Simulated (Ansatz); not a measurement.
I3In, triplet, at a GFN2-xTB geometry (such geometries of metal compounds can be far from the true shape) (a higher spin typed on purpose: for a closed-shell molecule this is an excited state) (core potentials on I, In); B3LYP/def2-SVP run with Ansatz (an electronic-structure program).

Ansatz was given this input:
Ansatz 0.2 input:
```yaml
crystal:
  periodic: [false, false, false]
  atoms:
    - {symbol: In, position_ang: [0.28343431, 0.73496925, 0.50125216]}
    - {symbol: I, position_ang: [2.40600689, -0.64217801, -0.95485284]}
    - {symbol: I, position_ang: [-0.98165987, -1.38830854, 2.05473818]}
    - {symbol: I, position_ang: [-1.68639006, 1.35098668, -1.56330715]}
basis:
  gaussian:
    orbitals: def2-SVP
hamiltonian:
  xc: b3lyp
magnetization: {spin_polarized: true, initial_magnetization: 2}
```

It wrote (shortened):

```
Functional definition: B3LYP
1341 factors; integrals over basis functions are off by at most 2.3e-4 eV
mean field evaluation 1: about -29487.6162 eV, gradient 7.7e0 eV
mean field evaluation 2: about -29487.2428 eV, gradient 1.1e1 eV
mean field evaluation 4: about -29488.0438 eV, gradient 2.1e0 eV
mean field evaluation 8: about -29488.1139 eV, gradient 4.9e-2 eV
mean field evaluation 16: about -29488.1139 eV, gradient 1.4e-3 eV
mean field evaluation 32: about -29488.1139 eV, gradient 1.9e-5 eV
mean field evaluation 64: about -29488.0114 eV, gradient 1.3e0 eV
mean field evaluation 96: about -29487.6403 eV, gradient 4.5e0 eV
mean field evaluation 128: about -29488.0169 eV, gradient 1.5e0 eV
mean field -29488.11392459 eV, -1083.6681989672 hartree, gradient 4.6e-6 eV, S^2 2.005480; 10 other end points of the search recorded, 0 dependent functions left out
reference -29488.11418177 eV, -1083.6682084182 hartree; 49, 47 occupied and 55, 57 virtual orbitals, 1341 factors
Total energy: -29488.11418177 eV, -1083.6682084182 hartree
```
